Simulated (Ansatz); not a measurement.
Cost and result up the ladder for cis-OsH2(PH3)4 (P4OsH14) (19 atoms). The state is a singlet with charge 0. Geometry: PBE-D4/def2-SVP.

```xyz
19

Os   -0.322   -0.338    0.101
H    -0.641   -1.933   -0.312
P    -0.129    1.868    0.857
H    -1.193    2.816    0.639
H     0.922    2.771    0.443
H     0.016    2.153    2.263
H    -1.696   -0.523    1.046
P     1.549   -0.377   -1.303
H     1.408   -0.664   -2.710
H     2.616   -1.323   -1.083
H     2.431    0.753   -1.501
P    -1.845    0.128   -1.567
H    -1.490    0.048   -2.961
H    -2.506    1.406   -1.653
H    -3.029   -0.674   -1.654
P     0.737   -1.291    1.915
H     2.044   -1.887    1.802
H     0.108   -2.399    2.568
H     1.019   -0.535    3.109
```

Ansatz on 4 threads of Intel Xeon 6975P-C on a shared host. Times are rough, and most runs start from the orbitals of an earlier one. PBE0-D4/def2-TZVPD serves as the yardstick here, not as an exact answer. Differences are given only for rows in sets of like size (and for xTB, whose basis is part of the method), since another set adds its own error. Binding counts from free atoms at the same level (Os quintet, H doublet, P quartet; other spins of the atoms weren't run), without zero-point energy or a counterpoise term.

In the def2 sets Os takes a core potential; there is no spin–orbit coupling. Correlated methods freeze 20 core orbitals; core or outer-core shells of Os are correlated, in sets that lack core-valence functions. The rows differ in basis, and correlated rows in double-zeta sets carry the largest basis error.

Correlated methods converge slowly with the basis, most of all in double-zeta sets.

```csv
level,functions,wall time,binding energy per atom (eV),difference from PBE0-D4/def2-TZVPD (eV)
PBE-D4/def2-SVP,174,1.9 s,2.90,–
PBE0-D4/def2-SVP,174,3.3 s,2.85,–
PBE-D4/def2-TZVP,272,3.3 s,2.95,0.05
revPBE-D4/def2-TZVP (with forces),272,3.4 s,2.91,0.00
PBE-D4/def2-TZVPD,341,4.4 s,2.95,0.05
MP2/def2-TZVP,272,5.5 s,2.79,-0.11
PBE0-D4/def2-TZVP,272,6 s,2.90,0.00
r2SCAN-D4/def2-TZVP,272,6 s,2.93,0.02
r2SCAN-D4/def2-TZVPD,341,7 s,2.93,0.02
r2SCANh-D4/def2-TZVP,272,7.5 s,2.91,0.00
PBE0-D4/def2-TZVPD,341,8.5 s,2.91,0.00
CCSD(T)/def2-SVP,174,27 s,2.65,–
```
